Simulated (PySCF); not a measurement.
Species: [Rh(H2O)6]3+ (charge +3 and singlet state).
SMILES: `[OH2]->[Rh+3](<-[OH2])(<-[OH2])(<-[OH2])(<-[OH2])<-[OH2]`

Level of theory: PBE0-D3(BJ)/def2-SVP geometry optimisation, gas phase, def2 core potentials past Kr in PySCF 2.14.0.

Take the most abundant isotopes and a rigid rotor. 

(1) What are A, B and C (MHz)?

(2) What kind of rotor is it?

(3) Is it planar, by Δ = Ic − Ia − Ib?

(4) Give the other two planar moments, Paa and Pbb, and the rms extents of the mass along the axes.

(5) Give the coordinates in the principal-axis frame, origin at the centre of mass.

(6) List the rotational levels J(Ka,Kc) to J = 3 (MHz).

(7) Which types of transition are allowed, and where do some lines up to J = 4 fall?

Results:

(1) Ia = 310.25, Ib = 324.36, Ic = 335.14 u·Å²; 505379 MHz·u·Å²/I gives A = 1629, B = 1558, C = 1508 MHz.

(2) An asymmetric top: κ = (2 × 1558 − 1629 − 1508)/(1629 − 1508) = -0.17.

(3) Not planar: Δ = Ic − Ia − Ib = -299.47 u·Å². For a rigid frame Δ = −2 Σ m c², so Σ m c² = 149.74 u·Å² lies off the ab plane: 29.31 from hydrogen and 120.43 from heavier atoms. The atom farthest from that plane is 2.30 Å away.

(4) Paa = Σ m a² = (Ib + Ic − Ia)/2 = 174.63 and Pbb = Σ m b² = (Ia + Ic − Ib)/2 = 160.51 u·Å². With the mass M = 210.97 u, the rms extents √(P/M) along a, b and c are 0.91, 0.87, 0.84 Å.

(5) The sense of each axis is arbitrary; atoms in the order of the calculation.
```tsv
atom	mass (u)	a (Å)	b (Å)	c (Å)
Rh1	102.906	0.004	0.005	-0.004
O2	15.995	-1.092	1.393	0.997
H3	1.008	-1.893	1.799	0.612
H4	1.008	-0.778	1.941	1.742
O5	15.995	1.049	-1.461	-0.943
H6	1.008	1.926	-1.761	-0.635
H7	1.008	0.853	-1.856	-1.814
O8	15.995	1.100	1.444	-0.943
H9	1.008	0.838	2.384	-0.996
H10	1.008	1.721	1.253	-1.673
O11	15.995	-1.095	-1.427	0.924
H12	1.008	-1.686	-1.228	1.677
H13	1.008	-0.832	-2.368	0.962
O14	15.995	-1.476	0.035	-1.398
H15	1.008	-2.177	-0.647	-1.397
H16	1.008	-1.404	0.413	-2.296
O17	15.995	1.481	-0.028	1.396
H18	1.008	1.403	-0.435	2.281
H19	1.008	2.177	0.658	1.424
```

(6) Above 0(0,0):
J = 1: 1(0,1) 3066, 1(1,1) 3137, 1(1,0) 3187
J = 2: 2(0,2) 9179, 2(1,2) 9219, 2(1,1) 9369, 2(2,1) 9582, 2(2,0) 9600
J = 3: 3(0,3) 18315, 3(1,3) 18332, 3(1,2) 18627, 3(2,2) 18780, 3(2,1) 18861, 3(3,1) 19270, 3(3,0) 19274

(7) The dipole components (about the centre of mass, as the species is charged) are |μa| = 0.36 D, |μb| = 0.41 D, |μc| = 0.31 D. Intensities carry the squares of the components, which stand as 0.75 : 1.00 : 0.56 (a : b : c). Some lines, for components of 0.1 D or more:

| type | branch | J(Ka,Kc) | MHz | lower level (cm⁻¹) |
| --- | --- | --- | --- | --- |
| c | Q | 4(3,2) ← 4(2,2) | 335 | 1.042 |
| b | Q | 2(2,1) ← 2(1,2) | 363 | 0.308 |
| b | Q | 3(2,2) ← 3(1,3) | 448 | 0.611 |
| a | Q | 4(1,3) ← 4(1,4) | 471 | 1.016 |
| b | Q | 4(1,3) ← 4(0,4) | 477 | 1.016 |
| b | Q | 4(2,3) ← 4(1,4) | 561 | 1.016 |
| b | Q | 4(4,0) ← 4(3,1) | 620 | 1.054 |
| a | R | 1(0,1) ← 0(0,0) | 3066 | 0.000 |
| c | R | 1(1,0) ← 0(0,0) | 3187 | 0.000 |
| a | R | 2(0,2) ← 1(0,1) | 6113 | 0.102 |
| c | R | 2(2,1) ← 1(1,1) | 6445 | 0.105 |
| b | R | 2(2,0) ← 1(1,1) | 6464 | 0.105 |
| a | R | 3(0,3) ← 2(0,2) | 9136 | 0.306 |
| b | R | 3(1,3) ← 2(0,2) | 9152 | 0.306 |
| a | R | 3(2,1) ← 2(2,0) | 9260 | 0.320 |
| c | R | 3(2,1) ← 2(1,1) | 9492 | 0.313 |
| c | R | 3(3,1) ← 2(2,1) | 9688 | 0.320 |
| b | R | 4(0,4) ← 3(1,3) | 12131 | 0.611 |
| a | R | 4(2,3) ← 3(2,2) | 12249 | 0.626 |
| a | R | 4(1,3) ← 3(1,2) | 12312 | 0.621 |
| a | R | 4(3,1) ← 3(3,0) | 12317 | 0.643 |
| b | R | 4(2,3) ← 3(1,2) | 12401 | 0.621 |
| c | R | 4(1,3) ← 3(0,3) | 12624 | 0.611 |
| c | R | 4(3,1) ← 3(2,1) | 12730 | 0.629 |
| b | R | 4(2,2) ← 3(1,3) | 12894 | 0.611 |
| b | R | 4(4,1) ← 3(3,0) | 12936 | 0.643 |
| b | R | 4(4,0) ← 3(3,1) | 12941 | 0.643 |

No frequency check. The ion is multiply charged and computed without counter-ions or solvent. No vibrational averaging or centrifugal distortion is included, and the geometry carries the error of its method.

On one thread of an Arm Neoverse V1, shared host with 32 logical CPUs at a one-minute load of 14, this took 8.8 min wall and 0.75 GiB of memory at its peak. These figures are those of the optimisation.
